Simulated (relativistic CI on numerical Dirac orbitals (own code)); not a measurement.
Sensitivity of the levels of Er XIV to α and to the nuclear radius

These numbers are calculated, not measured: Dirac-Coulomb-Breit CI, KLI orbitals optimised for each configuration, derivatives by finite differences, unscaled Slater integrals, QED left out (own radial code, finite nucleus).

CI space (outside the closed core [Kr] 4d10 5s2): 4f⁷. The list is cut by size and lacks configurations that can hold low levels.

With x = (α/α₀)² − 1 an excitation energy changes as ω = ω₀ + qx; K = 2q/ω₀ is the relative enhancement. Terms are leading LS components, so labels can repeat. The field-shift factor is F = δν/δ⟨r²⟩ for the transition from the lowest level.

Lowest level 4f⁷ ⁸S°7/2.

```
      Level  ω₀ (cm⁻¹)  q (cm⁻¹)        K  F (GHz/fm²)
 4f⁷ ⁶P°7/2    54054.3     -6911   -0.256        0.595
 4f⁷ ⁶P°5/2    55493.1     -4439    -0.16        0.699
 4f⁷ ⁶P°3/2    56816.5     -2372  -0.0835        0.789
 4f⁷ ⁶I°7/2    59289.4     -4747    -0.16        0.742
4f⁷ ⁶I°17/2    59925.7     -2704  -0.0903        0.825
 4f⁷ ⁶I°9/2    60094.8     -3025   -0.101        0.812
4f⁷ ⁶I°11/2    60704.7     -1749  -0.0576        0.865
4f⁷ ⁶I°15/2    60841.4     -1178  -0.0387        0.888
4f⁷ ⁶I°13/2    60998.4     -1095  -0.0359        0.892
 4f⁷ ⁶D°9/2    67444.5     -3349  -0.0993        0.906
 4f⁷ ⁶D°1/2    69749.7     790.3   0.0227         1.08
 4f⁷ ⁶D°7/2    69812.3     78.51  0.00225         1.06
 4f⁷ ⁶D°3/2    70325.9      1630   0.0463         1.12
 4f⁷ ⁶D°5/2    70591.6      1749   0.0496         1.12
 4f⁷ ⁶G°7/2    83315.3    -13990   -0.336        0.799
 4f⁷ ⁶G°5/2    85539.5    -10010   -0.234        0.959
4f⁷ ⁶G°11/2    86390.0     -7817   -0.181         1.04
 4f⁷ ⁶G°9/2    86437.9     -7058   -0.163         1.06
 4f⁷ ⁶G°3/2    87740.4     -6572    -0.15          1.1
 4f⁷ ⁶G°7/2    89563.4     -5520   -0.123         1.17
4f⁷ ⁶G°13/2    89919.9     -4335  -0.0964          1.2
4f⁷ ⁴N°17/2    90095.4     -9284   -0.206         1.07
 4f⁷ ⁶F°1/2    91249.4     -3314  -0.0726         1.27
```

At this charge energies of transitions that change n are usually good to better than 1 %, and those within a shell (Δn = 0) to a few per cent. Terms inside the open d or f shell come out 10 to 20 % too wide with unscaled integrals. Levels and lines within the n = 5 or 6 shells can be off by up to 10 % or somewhat more, and those that change n by about 2 %, since core polarisation is missing.
